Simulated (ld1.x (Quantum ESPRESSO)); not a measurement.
## Building the PAW potential for Ag (PBE, scalar-relativistic).

ld1.x (Quantum ESPRESSO) 7.5 input, shortened:

```
&input
   title='Ag', zed=47., rel=1, dft='PBE', iswitch=3,
   config='[Kr] 4d9 4f-2 5s0 5p0'
 /
 &inputp
   pseudotype=3, lpaw=.true., tm=.true., lloc=-1, rcloc=1.65,
   nlcc=.true., new_core_ps=.true., rcore=1.75,
   which_augfun='PSQ', rmatch_augfun=1.20
 /
8
5S  1  0   0.00   0.00  1.40  1.75  0.0
5S  1  0   0.00   0.25  1.40  1.75  0.0
4P  2  1   6.00   0.00  1.55  1.80  0.0
5P  3  1   0.00   0.00  1.55  1.80  0.0
4D  3  2   9.00   0.00  1.30  1.75  0.0
4D  3  2   0.00  -0.45  1.30  1.75  0.0
4F  4  3  -2.00   0.35  1.60  1.95  0.0
4F  4  3  -2.00   2.45  1.60  1.95  0.0
 &test
   configts(1)='4p6 4d9 5s0 5p0'
 /
```

**Question.** Is a potential produced?

**Answer.** No. ld1.x (Quantum ESPRESSO) 7.5 stopped with "new_paw_hamiltonian: negative rho": the spherical valence density built from the smooth waves and the augmentation charge turned negative at some radius.
